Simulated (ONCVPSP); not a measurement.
# Ar (Z = 18): variants of one ONCV potential

Base potential:

ONCVPSP 4.0.1 input, shortened (lines: element, Z, core and valence counts, functional; n l f; lmax; l rc ep ncon nbas qcut; lloc lpopt rc5 dvloc0; l nproj debl; icmod fcfact rcfact), PBEsol, scalar-relativistic:

```
  Ar 18.00    3    2  -116133      upf
    1    0    2.00
    2    0    2.00
    2    1    6.00
    3    0    2.00
    3    1    6.00
    1
    0    1.10    0.00    4    8    7.40
    1    1.45    0.00    4    7    4.90
    4    5    0.90    3.00
    0    2    1.10
    1    1    1.20
    3    1.50    1.25
```

Cutoffs, loose and tight: the cutoffs (Ha) at which the residual kinetic energy of the hardest occupied pseudo-wave falls to 1 and 0.1 mHa per electron. They do not see the model core or the augmentation charge, which bear on the density cutoff. Test errors are all-electron minus pseudo excitation energies from the reference, over the configurations 3s2 3p5; 3s2 3p4; 3s2 3p3; 3s2 3p2. A dash means not determined; rows that change the core or the reference have their own tests.

A true bound ghost makes a file unfit for plane-wave use even where its test errors are small: the radial tests pick states by their node count and pass the ghost by.

```csv
change,outcome,"cutoff, loose","cutoff, tight",bound ghosts,GHOST(+) flags above zero,largest test error (meV)
base,generated,20 Ha,42 Ha,s,none,+153
"local potential polynomial inside 0.90 bohr (lpopt 5, dvloc0 2 Ha)",generated,20 Ha,42 Ha,s,none,+155
s: qcut 6.1,generated,19 Ha,52 Ha,none,s,+166
"local potential polynomial inside 0.75 bohr (lpopt 5, dvloc0 0 Ha)",generated,20 Ha,42 Ha,s,none,+176
```

Question: What comes out with this change to the base: reference 3s2 3p5?

Answer: outcome: generated, projector energies reset by the program; cutoff, loose: 20 Ha; cutoff, tight: 50 Ha; bound ghosts: s; GHOST(+) flags above zero: none; largest test error (meV): +39.

Question: What comes out with this change to the base: p: qcut 3.9?

Answer: outcome: generated; cutoff, loose: 20 Ha; cutoff, tight: 25 Ha; bound ghosts: s; GHOST(+) flags above zero: none; largest test error (meV): +161.

Question: What comes out with this change to the base: s: debl 4.05?

Answer: outcome: generated; cutoff, loose: 20 Ha; cutoff, tight: 42 Ha; bound ghosts: none; GHOST(+) flags above zero: s; largest test error (meV): +164.
